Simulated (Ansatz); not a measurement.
Species: C4H5NS, SMILES `Nc1ccsc1` (charge 0, multiplicity 1).

Give a relaxed geometry from B3LYP-D3(BJ)/def2-TZVP in Ansatz (a quantum-chemistry and plane-wave program).

This is not unique; one that fits is the end point of this relaxation, one of several conformers (outside a Z-matrix the atoms follow the SMILES, hydrogens last).
Cartesian coordinates (Å) in one orientation:
```xyz
11

N     -1.804    -0.338    -0.208
C     -0.475     0.051    -0.017
C      0.627    -0.781    -0.385
C      1.833    -0.182    -0.178
S      1.659     1.401     0.457
C     -0.060     1.266     0.462
H     -2.474     0.193     0.327
H     -1.961    -1.329    -0.100
H      0.513    -1.776    -0.794
H      2.812    -0.588    -0.371
H     -0.670     2.084     0.807
```
